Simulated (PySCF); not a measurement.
**Working out the ionisation energy of Ti**

Ti [Ar] 3d2 4s2 (3F) → Ti+ [Ar] 3d2 4s1 (4F). Computed with PySCF 2.14 in aug-cc-pVDZ (7s6p4d2f, 59 functions), with no relativity, point nucleus. Frozen: [Ar]. Energies in hartree (1 hartree = 27.21139 eV):

```
             part   Ti (lower)  Ti+ (upper)
              UHF  -848.410139  -848.206892
MP2 opposite-spin    -0.027429     0.000000
    MP2 same-spin    -0.007929    -0.008089
```

What does Hartree-Fock give?

(-848.206892) − (-848.410139) = 0.203247 hartree = 5.531 eV.

What do MP2 and SCS-MP2 (6/5 opposite-spin, 1/3 same-spin) give?

The opposite-spin parts differ by 0.746 eV and the same-spin parts by -0.004 eV. MP2: 5.531 + (0.746) + (-0.004) = 6.273 eV. SCS-MP2: 5.531 + 1.2 × (0.746) + (-0.004)/3 = 6.425 eV.

Measured between the centres of the two terms (NIST): 6.828 eV, so MP2 (valence) is off by -0.555 eV.

The calculation is non-relativistic.

A double-zeta basis recovers only part of the correlation energy.

What remains against the reference includes basis incompleteness, the frozen core and correlation beyond second order.
